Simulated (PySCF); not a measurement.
This script is equivalent to a calculation on H⁻ (hydrogen, charge -1).

```python
from pyscf import gto, scf, dft, mp, cc
import basis_set_exchange as bse
mol = gto.M(atom="H 0 0 0", charge=-1, spin=0, symmetry="D2h",
            basis=gto.basis.parse(bse.get_basis("aug-cc-pV5Z", elements=["H"], fmt="nwchem")))
mf = scf.UHF(mol)
mf.irrep_nelec = {'Ag': (1, 1)}
mf.kernel()
```

Problem. What total energy does it give?

Solution. -0.48789 hartree (calculated).

Problem. Which occupied shell lies highest, and where?

Solution. 1s, at -1.252 eV.
